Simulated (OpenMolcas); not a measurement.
A calculation on neutral zirconium.

```
Program             : OpenMolcas 26.06
Method              : SS-CASPT2, IPEA 0.25 Eh, imaginary shift 0.1 Eh (closed shells correlated: 4s 4p)
Basis               : ANO-RCC-VQZP [8s7p5d3f2g1h]
Scalar Hamiltonian  : DKH2, point nucleus
Active space        : 4 electrons in 6 orbitals (4d 5s)
State averaging     : 2S+1 = 3 even, 71 roots; 2S+1 = 5 even, 15 roots kept (CI in the orbitals of an earlier block); 2S+1 = 1 even, 55 roots kept (CI in the orbitals of an earlier block)
Spin-orbit coupling : state interaction with AMFI integrals over the reference wave functions, term energies averaged over their components
```

Which level of the active space comes out lowest?

4d² 5s² ³F₂, with 98 % of that term; it is also the measured ground level.

How high does 4d² 5s² ³F₃ lie?

0.0561 eV above the lowest level; measured 0.0707 eV above the ground level, so the calculation is off by -21 %.

How high does 4d³ 5s ⁵F₄ lie?

0.490 eV above the lowest level; measured 0.6869 eV above the ground level, so the calculation is off by -29 %.

How high does 4d² 5s² ³F₄ lie?

0.1210 eV above the lowest level; measured 0.1538 eV above the ground level, so the calculation is off by -21 %.

The level at 0.405 eV has J = 2. What is it made of, and what is its g factor?

51 % 4d² 5s² ¹D₂, 48 % 4d³ 5s ³P(1); g = 1.240, against 1.000 from Landé's formula for the pure leading term.

Measured values: NIST Handbook of Basic Atomic Spectroscopic Data.

CASPT2 does not keep the components of a term degenerate, so their means are used; among the terms shown or strongly mixed into the levels shown the widest spread is 900 cm-1 (4d² 5s² ³F). Over all roots computed the reference weight is 0.84 to 0.91; the roots of lowest weight are the least certain, and an intruder state may touch them. Terms from blocks run as CI alone lack orbitals of their own. Configurations are named by rounded mean occupations; where the s occupation lies near a half they are strongly mixed, a name can repeat and a true partner stay unpaired. A single d shell beside an s shell can misplace configurations of different d count against each other. Measured partners are found by configuration, term and J. A level has none where our copy of the source lacks it or the pairing is in doubt (some pairs that miss far off the trend of their configuration count as doubtful), and it then counts in no deviation. Only configurations of the active space appear.

A number in round brackets counts repeated terms of one configuration in the order of the reference energies.
